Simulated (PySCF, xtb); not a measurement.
CH12N2Si3, SMILES C[Si](N)(N)[SiH2][SiH3]. The values are those of a single conformer.

Harmonic wavenumbers (cm⁻¹) from GFN2-xTB (xtb) at its own minimum, in rising order: 13, 34, 66, 97, 120, 141, 174, 190, 212, 218, 242, 333, 388, 439, 443, 490, 525, 558, 568, 639, 709, 769, 781, 788, 800, 820, 832, 835, 851, 861, 911, 1378, 1500, 1503, 1530, 1536, 2096, 2104, 2210, 2217, 2227, 3041, 3045, 3053, 3462, 3466, 3496, 3504.

What does PBE-D3(BJ)/def2-SVP in PySCF 2.14.0 give at its own minimum? (The exact figures need the calculation; the answer reports its results.)

32, 61, 110, 126, 141, 153, 189, 206, 236, 253, 298, 325, 382, 403, 434, 458, 484, 487, 642, 652, 671, 712, 727, 793, 818, 835, 846, 875, 888, 905, 910, 1213, 1380, 1383, 1493, 1497, 2115, 2130, 2138, 2150, 2157, 2972, 3068, 3082, 3465, 3471, 3560, 3573. Paired by order, the mean absolute difference is 40 cm⁻¹ and the zero-point energies are 80.4 and 79.9 kcal/mol.
